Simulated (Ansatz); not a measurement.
Two structures, one formula

Two relaxed structures of CH$_{5}$GeN, singlet (PBE0-D4/def2-TZVP; forces vanish, vibrations not checked).

A:

C1  (-0.597, 0.322, -0.500)
N2  (0.359, -0.630, 0.106)
Ge3  (-0.407, 0.808, 1.448)
H4  (-1.509, -0.176, -0.816)
H5  (-0.156, 0.906, -1.301)
H6  (0.893, 1.685, 1.130)
H7  (1.313, -0.543, -0.209)
H8  (0.068, -1.595, 0.133)
(Å)

B:

```xyz
8
angstrom
C -0.6672 0.4615 -0.5339
N -0.3001 0.5980 0.8883
Ge 0.5375 -0.8886 0.0987
H -1.7119 0.2154 -0.7019
H -0.2766 1.1879 -1.2440
H 0.3195 1.3858 1.0400
H 2.0210 -0.7407 -0.2256
H 0.0777 -2.2193 0.6784
```

Program: Ansatz 0.2.0. Basis: def2-TZVPP. Cores are frozen in the correlated methods. Filled d shells of the heavier atoms are correlated. The def2 sets are not built for correlating such inner shells, so the correlated values are less sure here. B3LYP uses VWN-RPA correlation.

(1) Which structure is lower at CCSD(T), and by how much? (An estimate is asked for; the value comes from the calculation.)

T1 diagnostic: at most 0.013.

## Answers

(1) By the calculation: A, by 44.2 kJ/mol (electronic energy, against the other). By their contacts, A is CH₅GeN ([CH2]1[NH2][GeH]1) and B is CH₅GeN ([CH2]1[NH][GeH2]1).

All methods give the same order:

```json
{"method": "PBE-D4", "E(B) − E(A) (kJ/mol)": "57.0"}
{"method": "r2SCAN-D4", "E(B) − E(A) (kJ/mol)": "48.5"}
{"method": "PBE0-D4", "E(B) − E(A) (kJ/mol)": "55.8"}
{"method": "B3LYP-D4", "E(B) − E(A) (kJ/mol)": "66.3"}
{"method": "wB97M-V", "E(B) − E(A) (kJ/mol)": "63.2"}
{"method": "HF", "E(B) − E(A) (kJ/mol)": "62.3"}
{"method": "MP2", "E(B) − E(A) (kJ/mol)": "36.9"}
{"method": "CCSD", "E(B) − E(A) (kJ/mol)": "47.7"}
{"method": "CCSD(T)", "E(B) − E(A) (kJ/mol)": "44.2"}
```

Labels in which every atom is bracketed show which atoms are joined, not bond orders.

For scale, one of the runs: CCSD(T)/def2-TZVPP, 180 basis functions, launched by `ansatz run in.yaml --threads 2 --pin off --events-out ev --progress --plain --max-ram 4352MiB`. The run took 66 s on 2 CPU threads of an Arm Neoverse V1 (shared host), with 1.8 GiB of host memory at its peak.
